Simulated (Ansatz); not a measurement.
One geometry of the cluster In₂As⁺, several levels of theory.

```yaml
crystal:
  periodic: [false, false, false]
  atoms:
    - {symbol: In, position_ang: [1.649080, -0.638285, 0.509839]}
    - {symbol: In, position_ang: [-1.110583, 1.146831, 0.915569]}
    - {symbol: As, position_ang: [-0.538497, -0.508546, -1.425399]}
basis:
  gaussian: {orbitals: def2-TZVP, initial_orbitals: start.molden}
total_charge: 1
magnetization: {spin_polarized: true, initial_magnetization: 4}
hamiltonian: {xc: pbe}
correlation: {method: rpa}
scf: {omitted_lower_state_checks: [starts]}
```

The file start.molden holds the orbitals of an earlier run on this structure, at another level or in another basis.

```sh
$ ansatz run in.yaml --threads 4 --pin off --events-out ev --progress --plain --max-ram 3916MiB
```

It prints (some lines left out):

```
Functional definition: PBE
1300 factors; integrals over basis functions are off by at most 8.4e-4 eV
mean field evaluation 1: about -71173.2444 eV, gradient 6.6e0 eV
mean field evaluation 2: about -71173.3388 eV, gradient 1.4e-1 eV
mean field evaluation 4: about -71173.3360 eV, gradient 1.2e-3 eV
mean field evaluation 8: about -71173.3360 eV, gradient 2.8e-6 eV
mean field -71173.33602452 eV, -2615.5718558812 hartree, gradient 2.8e-6 eV, S^2 6.005318; 0 other end points of the search recorded, 0 dependent functions left out
17 core orbitals not correlated: weight in the atoms' cores, before any rotation towards them, 1.000 or more for the frozen orbitals, at most 0.000 for the correlated occupied ones
reference -71086.86138247 eV, -2612.3939714003 hartree; 22, 18 occupied and 109, 113 virtual orbitals, 1300 factors
Total energy: -71114.66755393 eV, -2613.4158293540 hartree
Checks for a lower state left out: starts
```

It took 2.8 s on 4 threads of Intel Xeon 6975P-C on a shared host.

The first input with `hamiltonian: {xc: {name: r2SCAN0}, dispersion: d4}`, `output: {orbitals: {seedname: orbitals}}` and without the key `correlation` (abridged; 3.1 s):

```
Functional definition: r2SCAN0
mean field -71183.49659862 eV, -2615.9452500922 hartree, gradient 1.8e-5 eV, S^2 6.029006
Total energy: -71183.52693824 eV, -2615.9463650530 hartree
Checks for a lower state left out: starts
```

First input, but with `hamiltonian: {xc: {name: BHLYP}, dispersion: d4}`, `output: {orbitals: {seedname: orbitals}}` and without the key `correlation` (abridged; 2.1 s):

```
Functional definition: BHLYP
mean field -71177.60178665 eV, -2615.7286197481 hartree, gradient 3.3e-5 eV, S^2 6.021580
Total energy: -71177.89631374 eV, -2615.7394434192 hartree
Checks for a lower state left out: starts
```

First input, but with `hamiltonian: {xc: {name: wB97X-V}}`, `output: {orbitals: {seedname: orbitals}}` and without the key `correlation` (abridged; 4.3 s):

```
Functional definition: wB97X-V
mean field -71174.67327283 eV, -2615.6209988501 hartree, gradient 2.4e-5 eV, S^2 6.025716
Total energy: -71174.67327485 eV, -2615.6209989244 hartree
Checks for a lower state left out: starts
```

As the first input, with `hamiltonian: {xc: pbe, dispersion: d4}`, `output: {orbitals: {seedname: orbitals}}` and without the key `correlation` (abridged; 1.1 s):

```
Functional definition: PBE
mean field -71173.33602943 eV, -2615.5718560616 hartree, gradient 1.3e-5 eV, S^2 6.005318
Total energy: -71173.46712440 eV, -2615.5766737130 hartree
Checks for a lower state left out: starts
```

First input, but with `hamiltonian: {xc: pbe0, dispersion: d4}`, `output: {orbitals: {seedname: orbitals}}` and without the key `correlation` (abridged; 2 s):

```
Functional definition: PBE0
mean field -71174.85265364 eV, -2615.6275909735 hartree, gradient 1.6e-5 eV, S^2 6.014275
Total energy: -71174.96472126 eV, -2615.6317093824 hartree
Checks for a lower state left out: starts
```

The first input with `hamiltonian: {xc: {name: CAM-B3LYP}, dispersion: d4}`, `output: {orbitals: {seedname: orbitals}}` and without the key `correlation` (abridged; 2.4 s):

```
Functional definition: CAM-B3LYP
mean field -71183.97742191 eV, -2615.9629200222 hartree, gradient 1.5e-5 eV, S^2 6.018774
Total energy: -71184.10001743 eV, -2615.9674253245 hartree
Checks for a lower state left out: starts
```

Geometry: r2SCAN-D4/def2-TZVP.

In the def2 sets In takes a core potential; there is no spin–orbit coupling. Correlated methods freeze 17 core orbitals; core or outer-core shells of In, As are correlated, in sets that lack core-valence functions. At PBE0-D4/def2-TZVP a triplet of charge 1 lies 1.20 eV below the quintet, each at its own geometry. The structure comes from a short search, and lower isomers may exist.
